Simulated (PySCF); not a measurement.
**Static response to an electric field**

Species: C₂H₇NSi.
Numbering: `[CH2:1]=[CH:2][SiH2:3][NH2:4]` (hydrogens: H5, H6 on C1; H7 on C2; H8, H9 on Si3; H10, H11 on N4)

Cartesian coordinates in Å at the GFN2-xTB level; atoms count from 1:
```xyz
11
C2H7NSi angstrom
C     -2.047    0.184   -0.359
C     -0.894    0.330    0.273
Si     0.659   -0.674   -0.070
N      1.962    0.443    0.111
H     -2.923    0.771   -0.124
H     -2.171   -0.540   -1.149
H     -0.833    1.073    1.060
H      0.897   -1.696    0.954
H      0.541   -1.314   -1.391
H      2.905    0.093    0.066
H      1.909    1.333   -0.357
```

Level: CAM-B3LYP/def2-SVPD (PySCF), static field, nuclei fixed, core orbitals frozen in the response. The polarisability tensor in these axes (au):

```
x   72.97 -2.12  5.68
y   -2.12 53.75  2.57
z    5.68  2.57 52.49
```

Problem. What are the eigenvalues, a third of the trace, and Δα (Δα² = ½Σ(αi − αj)² over the three pairs)?

Solution. Principal values 49.05, 55.62 and 74.54 au; mean 59.74 au = 8.85 Å³ = 9.85 × 10⁻⁴⁰ C²·m²/J; Δα = 22.92 au (38 % of the mean).

Problem. What is the dipole moment, and where does it point?

Solution. (0.33, 0.54, -0.73) D, 0.97 D in size, pointing from the negative to the positive side. Measured along this direction, the outermost atoms are H8 at the negative end and H11 at the positive end.

Problem. How large is μ²/3kT at 298 K beside α?

Solution. In Gaussian units μ²/3kT = 7.55 Å³ against 8.85 Å³, a ratio of 0.85; the Debye molar polarisation (4π/3)N_A(α + μ²/3kT) is 41.4 cm³/mol, leaving out the vibrational part.

Problem. Give the eigenvalues of the traceless quadrupole moment Θ = ½Σq(3rr − r²1), origin at the centre of nuclear charge.

Solution. -4.75, -1.00, 5.75 D·Å. The values depend on the origin, since the dipole doesn't vanish. The electronic extent ⟨r²⟩ about the same centre is 476 bohr², a root-mean-square distance of 1.83 Å for the 40 electrons.

Problem. Molar refractivity from α?

Solution. Lorentz–Lorenz: R = (4π/3)N_A α = 2.5225 cm³/(mol·Å³) × 8.85 Å³ = 22.3 cm³/mol, in the limit of long wavelengths.

Problem. Find the Langevin capture rate constant for O2+ (31.990 u) meeting this molecule (73.035 u), k = 2.342 × 10⁻⁹ cm³/s × √(α in Å³ / reduced mass in u).

Solution. The reduced mass is 22.25 u, so k = 1.48 × 10⁻⁹ cm³/s. The formula leaves out the permanent dipole, which adds to the capture rate.

Problem. What depolarisation ratio follows for Rayleigh scattering of linearly polarised light, taking the static tensor?

Solution. ρ = 3Δα²/(45ᾱ² + 4Δα²) = 1575.7/(160579 + 2101.0) = 0.00969.

Geometry: GFN2-xTB, one conformer, isolated molecule.

The run behind these numbers computed excited states as well. The run took 15 s on one thread, Intel Xeon Platinum 8259CL at 2.50 GHz (x86_64), on a shared host, and the process peaked at 0.57 GiB of memory.
